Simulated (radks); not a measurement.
Question: Ionisation of the calcium ion Ca2+, [Ar], to [Ne] 3s2 3p5 as the strength of local exchange is varied. Calculated with a radial shooting solver on a logarithmic mesh with Libxc functionals: non-relativistic Kohn-Sham, Slater X-alpha exchange (alpha = 2/3 is LDA exchange), no correlation, spin-polarised, spherical densities, point nucleus.

| alpha | E(Ca2+) (hartree) | exchange (hartree) | IE (eV) | -e of the level emptied (eV) | <r> of it (bohr) |
|---|---|---|---|---|---|
| 0.603 | -670.47407 | -29.07825 | 47.853 | 40.104 (3p) | 1.277 |
| 0.647 | -672.59860 | -31.28049 | 48.820 | 41.052 (3p) | 1.268 |
| 0.667 | -673.56610 | -32.28512 | 49.263 | 41.486 (3p) | 1.265 |
| 0.716 | -675.94126 | -34.75597 | 50.355 | 42.559 (3p) | 1.256 |
| 0.722 | -676.23257 | -35.05946 | 50.490 | 42.692 (3p) | 1.255 |
| 0.773 | -678.71274 | -37.64725 | 51.642 | 43.824 (3p) | 1.245 |
| x | -668.35501 | -26.88694 | 46.896 | 39.167 (3p) | 1.285 |

Which alpha was used in the last row?

Answer: alpha = 0.559. NIST Atomic Spectra Database: 50.913 eV (measured). The Delta-SCF value meets it near alpha = 0.74. Open shells are spherical and high-spin; term and fine-structure splittings are not resolved.
